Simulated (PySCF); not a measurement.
Species: C5H10FNSi.
Geometry (GFN2-xTB, Å), atoms numbered from 1 in this order:
```
atom  x, y, z in Å
N1     2.8095   -0.3125   -0.2933
Si2    1.5525    0.7460    0.2194
C3     0.0171    0.2775   -0.8099
C4    -1.2127    1.1421   -0.4766
C5    -2.3219    0.1566   -0.2967
C6    -1.9067   -1.0964   -0.3675
C7    -0.4268   -1.1710   -0.5870
F8     0.1870   -1.7270    0.5438
H9     2.6283   -1.3036   -0.2478
H10    3.7433   -0.1301    0.0372
H11    1.9877    2.0918   -0.1635
H12    1.1784    0.7232    1.6392
H13    0.2467    0.3898   -1.8703
H14   -1.4356    1.8542   -1.2734
H15   -1.0804    1.7194    0.4430
H16   -3.3357    0.4763   -0.1229
H17   -2.4997   -1.9858   -0.2467
H18   -0.1396   -1.8444   -1.4035
```

Level of theory: TDDFT PBE0/def2-SVPD, vertical, gas phase, core orbitals frozen in the response in PySCF.

Kohn–Sham orbitals with the atoms that hold most of them (Löwdin shares over 4%, at most four atoms; ? is withheld):

| orbital | ε (eV) | atoms |
| --- | --- | --- |
| HOMO-3 | -9.28 | F8 16%, C3 14%, Si2 13%, C7 11% |
| HOMO-2 | -8.59 | C3 32%, Si2 22%, H11 8%, N1 7% |
| HOMO-1 | -7.68 | ? |
| HOMO | ? | N1 60%, Si2 14%, H12 9%, H10 6% |
| LUMO | -0.08 | ? |
| LUMO+1 | 0.50 | Si2 28%, H10 11%, N1 11%, H11 9% |
| LUMO+2 | 0.80 | C5 12%, C4 11%, H14 10%, Si2 10% |

Q: Which atoms hold the HOMO-1, and with what shares?

A: C6 (bonded to 2 C and H) 34%; C5 (bonded to 2 C and H) 30%; C4 (bonded to 2 C and 2 H) 10%; C7 (bonded to 2 C, F and H) 6%.

Q: Which atoms hold the LUMO, and with what shares?

A: C5 (bonded to 2 C and H) 33%; C6 (bonded to 2 C and H) 27%; C7 (bonded to 2 C, F and H) 8%; F8 (bonded to C) 6%. By element: carbon 67% or more, fluorine 6%.

Q: What is the HOMO energy, and the HOMO–LUMO gap?

A: ε(HOMO) = -7.32 eV; the gap is 7.24 eV (0.2661 hartree).

Q: How does S1 compare with the orbital gap of 7.24 eV?

A: S1 is at 6.29 eV (f = 0.011), 0.95 eV below the gap, made of HOMO→LUMO (62%), HOMO→LUMO+1 (36%). 

Q: One configuration dominates each of S3 and S6. Which, and how do the shares of the two leading atoms of either orbital change from the occupied to the empty one?

A: 
- S3 (6.99 eV, f 0.158), HOMO-1→LUMO (82%): C6 34% → 27%, C5 30% → 33%
- S6 (7.33 eV, f 0.026), HOMO-2→LUMO (81%): C3 32% → at most 6%, Si2 22% → at most 6%, C5 at most 7% → 33%, C6 at most 7% → 27%

One conformer stands for the species.
